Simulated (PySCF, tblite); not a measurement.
Isomers of C6H10N2Si, one GFN2-xTB conformer each. Single-point energies are computed at PBE0/pcSseg-1 (PySCF, gas phase, no added dispersion term), electronic only.

Problem. Rank them by PBE0/pcSseg-1 energy, lowest first (kcal/mol).
A. `[H]/[N:4]=[C:3](\[CH:2]=[CH2:1])[CH2:5][SiH2:6][CH2:7][C:8]#[N:9]` with C1–C2–C3–N4 -179°, C2–C3–C5–Si6 180°, C3–C5–Si6–C7 180°, C5–Si6–C7–C8 180°
B. `[SiH3:1][c:2]1[cH:3][cH:4][n:5][n:6]1[CH:7]1[CH2:8][CH2:9]1` with N5–N6–C7–C8 -43°

Solution. A (0.0), B (3.5).

As drawn, the lower has a C≡N group, a C=N bond and an N–H bond, which the higher lacks; the higher has an aromatic ring, a three-membered ring and an N–N linkage, which the lower lacks. GFN2-xTB itself gives, in the same order: 44.3, 0.0. GFN2-xTB puts [SiH3]c1ccnn1C1CC1 lowest instead.

Problem. Which frontier levels, dipoles and rotational constants go with these structures?

Solution. 
```
                  SMILES  HOMO (eV, PBE0/pcSseg-1)  LUMO (eV)  dipole (D)       A, B, C (MHz)
[H]/N=C(\C=C)C[SiH2]CC#N                     -7.91      -1.88        8.09  4926, 530.9, 484.9
      [SiH3]c1ccnn1C1CC1                     -6.88      -0.09        1.57   2004, 1214, 811.1
```

Problem. What happens when harmonic zero-point energies from GFN2-xTB frequencies are added?

Solution. 
```tsv
SMILES	ZPE (kcal/mol)	electronic (kcal/mol)	with ZPE (kcal/mol)
[H]/N=C(\C=C)C[SiH2]CC#N	89.2	0.0	0.0
[SiH3]c1ccnn1C1CC1	90.7	3.5	5.0
```

The zero-point energies span 1.5 kcal/mol. The order is unchanged.

Problem. As an exercise, what shares would exp(−E/RT) give at 1000 K from these electronic energies alone (no entropy, no degeneracies)?

Solution. RT = 1.987 kcal/mol: [H]/N=C(\C=C)C[SiH2]CC#N 85.6 %, [SiH3]c1ccnn1C1CC1 14.4 %.
